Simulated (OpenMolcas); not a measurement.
**Au3+: effect of the metal basis**

Au3+ with 6 ligands (water) in octahedral coordination (Th) at 2.34 Å.

```json
{"Program": "OpenMolcas 26.06", "Method": "SS-CASPT2, IPEA 0.25 Eh, imaginary shift 0.1 Eh (closed shells correlated: 5s 5p and the ligand valence shells)", "Spin-orbit coupling": "state interaction with AMFI integrals over the reference wave functions"}
```

Fixed: ligand basis ANO-RCC-VDZP, active space 8 electrons in 5 orbitals (5d), DKH2 Hamiltonian.

States (labels of O, taken over from Oh, the nearest higher group). Energies in cm-1 above the lowest state or level, χT in cm3 K/mol.

```json
{"Run": "A", "Metal basis": "ANO-RCC-VDZP", "Ground state": "3A2", "First state of that spin": "3T2 15320", "First gap with spin-orbit (degeneracies)": "5000 (3, 2)", "χT at 300 K": "1.728", "First state of another spin": "1E 5680", "Cost": "roughly 5 core-minutes"}
{"Run": "B", "Metal basis": "ANO-RCC-VTZP", "Ground state": "3A2", "First state of that spin": "3T2 15000", "First gap with spin-orbit (degeneracies)": "4690 (3, 2)", "χT at 300 K": "1.746", "First state of another spin": "1E 5310", "Cost": "roughly 6 core-minutes"}
```

Against A, the first state of the same spin changes by -2.1 % in B.

Costs are those of the CASPT2 steps.

Roots that are degenerate in the reference are averaged as groups; the widest CASPT2 spread within a group is 2000 cm-1 (the 3-fold group of multiplicity 1 near 21600 cm-1 above the lowest state of its run, A). Shifts and gaps below about the spread of the groups concerned are not significant. Over all roots computed the reference weight is 0.63 to 0.69 in A, 0.63 to 0.68 in B; the roots of lowest weight are the least certain, and an intruder state may touch them. Real 4d8 and 5d8 ions are as a rule square planar and diamagnetic. Ligand-to-metal charge-transfer states are missing. With no ligand orbital active B as a rule stays too high, so bands that hang on it stand too high and its fall with covalency is understated. With one d shell and no ligand orbital active, 10Dq can be off by a tenth or more. The least metal-like active orbital is 80 % on the metal (Löwdin) and no ligand orbital is active, so the numbers are rough (holds for A). The least metal-like active orbital is 82 % on the metal (Löwdin) and no ligand orbital is active, so the numbers are rough (holds for B). The distance lies 6 % over the 2.21 Å that this model takes as the normal distance (a Shannon-type radius plus a fixed donor radius); by an R⁻⁵ law this alone changes a d-shell field by about -25 %. No measured value stands beside these numbers; the geometry was imposed, not optimised, and the real ion may take another.
